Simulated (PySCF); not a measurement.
Cost of excited-state runs on `C(=C\F)(/F)O[CH][CH+]F`, [C4H3F3O]+, doublet, charge +1

Molfile (atoms numbered from 1):
```
C4H3F3O
     RDKit          3D

 11 10  0  0  0  0  0  0  0  0999 V2000
    2.4457    1.5682   -0.1683 F   0  0  0  0  0  0  0  0  0  0  0  0
    2.3509    0.3699    0.3213 C   0  0  0  0  0  0  0  0  0  0  0  0
    1.1406   -0.2720    0.3659 C   0  0  0  0  0  0  0  0  0  0  0  0
    1.0787   -1.4868    0.8689 F   0  0  0  0  0  0  0  0  0  0  0  0
    0.0237    0.2590   -0.0692 O   0  0  0  0  0  0  0  0  0  0  0  0
   -1.1623   -0.3535   -0.0333 C   0  0  0  0  0  3  0  0  0  0  0  0
   -2.2511    0.3061   -0.5188 C   0  0  0  0  0  0  0  0  0  0  0  0
   -3.4139   -0.2617   -0.4953 F   0  0  0  0  0  0  0  0  0  0  0  0
    3.2726   -0.0762    0.6842 H   0  0  0  0  0  0  0  0  0  0  0  0
   -1.2429   -1.3575    0.3786 H   0  0  0  0  0  0  0  0  0  0  0  0
   -2.2366    1.3073   -0.9409 H   0  0  0  0  0  0  0  0  0  0  0  0
  1  2  1  0
  2  3  2  0
  3  4  1  0
  3  5  1  0
  5  6  1  0
  6  7  1  0
  7  8  1  0
  2  9  1  0
  6 10  1  0
  7 11  1  0
M  CHG  1   7   1
M  RAD  1   6   2
M  END
```

PySCF with density fitting, on 1 thread of an Arm Neoverse V2, shared host. Command: `OMP_NUM_THREADS=1 python excited_run.py task.json out`

How long does each of these runs take, and how much memory?
- open-shell absorption, CAM-B3LYP/def2-SVPD; 10 states; full response; IEF-PCM acetonitrile
- open-shell absorption, CAM-B3LYP/def2-SVPD; 10 states; full response; writes grids
- open-shell absorption, HCTH407/def2-SVPD; 10 states; full response; IEF-PCM toluene


```csv
run,level,basis functions,wall time,peak memory (GiB)
open-shell absorption,CAM-B3LYP/def2-SVPD,196,61 s,0.79
open-shell absorption,CAM-B3LYP/def2-SVPD,196,73 s,0.75
open-shell absorption,HCTH407/def2-SVPD,196,40 s,0.72
```
Times from a shared host are rough.
